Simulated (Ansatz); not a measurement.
Gas-phase electronic energies from Ansatz, PBE0-D4/def2-TZVP geometries. CBS: MP2 limit from def2 TZ/QZ plus the TZ coupled-cluster correction, frozen cores. This one scheme is used for every species, atoms too. Functionals use def2-TZVPP. B3LYP here is the variant with VWN-RPA as its local correlation; programs differ in this. HSE06 is defined as in plane-wave codes. Open shells (•) are unrestricted, without spin–orbit coupling. For Ga outer-core shells are correlated without core-valence functions, so the limit isn't a true one: a few kJ/mol of doubt a bond, and 10 to 20 or more in all where bonds break to atoms. Scalar relativity is left out up to krypton.

Reaction (hydrogen abstraction from a Ga–H bond): `[CH3][GaH][SiH3]` + H• → `[CH3][Ga][SiH3]`• + H₂

`[CH3][GaH][SiH3]`:

```xyz
10

C     0.768   -1.057   -1.384
Ga   -0.415    0.353   -0.677
Si   -0.515    0.813    1.695
H     1.255   -1.639   -0.602
H     1.541   -0.597   -2.008
H     0.201   -1.733   -2.030
H    -1.285    1.178   -1.703
H     0.840    1.173    2.207
H    -1.444    1.916    2.064
H    -0.945   -0.408    2.439
```

`[CH3][Ga][SiH3]`•:

Z-matrix (Å, degrees):
```
C
Ga 1 1.991
H 1 1.089 2 112.9
H 1 1.094 2 108.9 3 121.4
H 1 1.094 2 108.9 3 -121.4
Si 2 2.454 1 122.9 3 -179.9
H 6 1.491 2 108.6 1 122.6
H 6 1.494 2 116.8 1 0.7
H 6 1.491 2 108.5 1 -121.0
```

H₂:

Z-matrix (Å, degrees):
```
H
H 1 0.746
```

```
             level  ΔE (kJ/mol)  difference from CCSD(T)/CBS
       LDA (SPW92)       -108.7                         -1.7
            PBE-D4       -113.4                         -6.4
         revPBE-D4       -120.9                        -13.9
           BLYP-D4       -129.2                        -22.2
            B97M-V       -102.0                          5.0
           PBE0-D4       -107.3                         -0.3
          B3LYP-D4       -123.5                        -16.5
        r2SCANh-D4       -116.7                         -9.7
        r2SCAN0-D4       -115.1                         -8.1
          HSE06-D4       -107.9                         -0.9
          BHLYP-D4       -113.8                         -6.8
      CAM-B3LYP-D4       -112.0                         -5.0
           ωB97X-V       -101.0                          6.0
           ωB97M-V       -111.2                         -4.2
            B2PLYP       -115.6                         -8.6
               PBE       -115.4                         -8.4
            revPBE       -125.5                        -18.5
              BLYP       -133.2                        -26.2
            r2SCAN       -118.3                        -11.3
              PBE0       -109.0                         -2.0
           r2SCANh       -117.3                        -10.3
           r2SCAN0       -115.8                         -8.8
             HSE06       -109.6                         -2.6
             BHLYP       -116.3                         -9.3
         CAM-B3LYP       -113.8                         -6.8
           LC-ωPBE        -97.4                          9.6
       HF/def2-SVP        -78.1                         28.9
      MP2/def2-SVP        -88.3                         18.7
     CCSD/def2-SVP       -100.3                          6.7
  CCSD(T)/def2-SVP       -100.1                          6.9
     HF/def2-TZVPP        -88.2                         18.8
    MP2/def2-TZVPP        -97.3                          9.7
   CCSD/def2-TZVPP       -108.9                         -1.9
CCSD(T)/def2-TZVPP       -108.4                         -1.4
     HF/def2-QZVPP        -88.6                         18.4
    MP2/def2-QZVPP        -96.6                         10.4
SCS-MP2/def2-QZVPP       -103.4                          3.6
      HF/CBS(def2)        -88.7                         18.3
     MP2/CBS(def2)        -95.9                         11.1
    CCSD/CBS(def2)       -107.5                         -0.5
       CCSD(T)/CBS       -107.0                            0
```

Largest T1 diagnostic among the species: 0.014.

In def2-TZVPP, CCSD(T) changes the Hartree–Fock value by −20.2 kJ/mol (the triples alone add +0.5 kJ/mol) and MP2 by −9.1 kJ/mol. The D4 term adds +3.1 kJ/mol with B3LYP and +1.7 kJ/mol with PBE0; it sums over pairs of atoms, weighted by their polarisabilities, and B3LYP, whose exchange is more repulsive, gets the larger term.
